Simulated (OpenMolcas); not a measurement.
An OpenMolcas run meant for Ni IV (ANO-R0, X2C; inactive shells 1s 2s 2p 3s 3p; intended active space 7 electrons in 5 orbitals (3d)). One step of its input:

```
&RASSCF
FileOrb=start.orb
Symmetry=1
Spin=5
nActEl=7 0 0
Inactive=3 6
Ras2=5 0
CIRoot=10 10 1
SDav=10
CIMx=300
Iter=92 100
PrWF=0.3
OrbListing=Nothing
MaxOrb=0
Atom
>>> COPY $Project.JobIph JOB001
```

Lines from the output:

```
--- SEWARD ---
Basis set label: NI.ANO-R...4S2P1D.

      Electronic valence basis set:
      ------------------
      Associated Effective Charge  28.000000 au
      Associated Actual Charge     28.000000 au
      Nuclear Model: Finite nucleus - Gaussian distribution
        Gaussian exponent, Xi/bohr**(-2):  2.89964E+08

      Shell  nPrim  nBasis  Cartesian Spherical Contaminant
         s      20       4        X
         p      12       2        X
         d       9       1                 X
                  Relativistic X2C integrals
                  Atomic mean-field integrals
--- RASSCF ---

 Nr of active orbitals     NAC=   5
 Spin degeneracy         ISPIN=   5
 There can be no such wave function.
 ************************************************
--- Stop Module: rasscf at  /rc=_RC_INPUT_ERROR_ ---
.####################.
.# User input error #.
.####################.
```

Q: What is wrong with the input?

A: The spin multiplicity does not fit the number of active electrons: an even count needs an odd multiplicity and the reverse.
